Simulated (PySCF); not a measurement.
## Which determinant of MoO lies lowest?

Unrestricted PBE0; Mo cc-pVDZ-PP with ECP28, O cc-pVDZ; scalar-relativistic core potentials (PySCF 2.14). Outer shells of the fragments: Mo 4d5 5s1; O 2s2 2p4.

Followed along the bond (rough minima from three points):

```tsv
2Ms+1	unpaired	⟨S²⟩ at the start	R at minimum (Å)	Te (eV)
5	σ ↑, π ↑, δ ↑↑	6.28	1.70	0.00
3	δ ↑↑	2.52	1.64	0.60
3	σ ↑, δ ↑	2.11	1.64	0.62
3	σ ↑, π ↓, δ ↑↑	3.15	1.70	0.98
5	π ↑↑, δ ↑↑	6.04	1.74	1.29
5	σ ↑↑, δ ↑↑	6.37	1.73	1.43
```

Solutions found at the starting distance of 1.895 Å, counted from the lowest of them; the search is not exhaustive and high or unbound solutions are not listed, so other states can lie among these:

| 2Ms+1 | unpaired | term | E (eV) | ⟨S²⟩ | ⟨Lz²⟩ | μ (D) |
| --- | --- | --- | --- | --- | --- | --- |
| 5 | σ ↑, π ↑, δ ↑↑ | ⁵Π | 0.00 | 6.28 | 1.02 | -4.43 |
| 3 | σ ↑, π ↓, δ ↑↑ | mixed | 1.03 | 3.15 | 1.06 | -4.60 |
| 5 | π ↑↑, δ ↑↑ | ⁵Σ⁺ | 1.09 | 6.04 | 0.00 | -5.77 |
| 3 | δ ↑↑ | mixed | 1.16 | 2.52 | 0.00 | -2.85 |
| 5 | σ ↑↑, δ ↑↑ | mixed | 1.23 | 6.37 | 0.00 | -1.05 |
| 3 | σ ↑, δ ↑ | ³Δ | 1.29 | 2.11 | 4.01 | -4.79 |
| 3 | σ ↓, π ↑, δ ↑↑ | mixed | 1.36 | 3.16 | 1.14 | -4.09 |
| 1 | σ ↑, π ↓, δ ↑↓ | mixed | 1.40 | 2.02 | 6.53 | -4.88 |
| 5 | σ ↑, π ↑↑, δ ↑ | ⁵Δ | 1.59 | 6.02 | 4.00 | -4.57 |
| 7 | σ ↑, π ↑↑↑, δ ↑↑ | ⁷Π | 1.73 | 12.01 | 1.01 | -2.80 |

A term symbol is given only where ⟨S²⟩ and ⟨Lz²⟩ are close to those of a pure state; real π, δ and φ orbitals otherwise mix terms. A positive dipole means Mo(−)O(+).

Task: Compare the gap between the two lowest followed solutions at the starting distance with the gap between their minima.

Result: At PBE0 the second solution (Ms = 1 of mixed spin, unpaired electrons δ ↑↑) lies +1.16 eV from the first (quintet, unpaired electrons σ ↑, π ↑, δ ↑↑) at 1.895 Å and +0.60 eV at the minima; the two curves relax by different amounts, since their minima lie near 1.64 and 1.70 Å.

Spin–orbit coupling is left out. The state is the lowest single determinant that the PBE0 search found; with open d or f shells the true ground state can be another one.
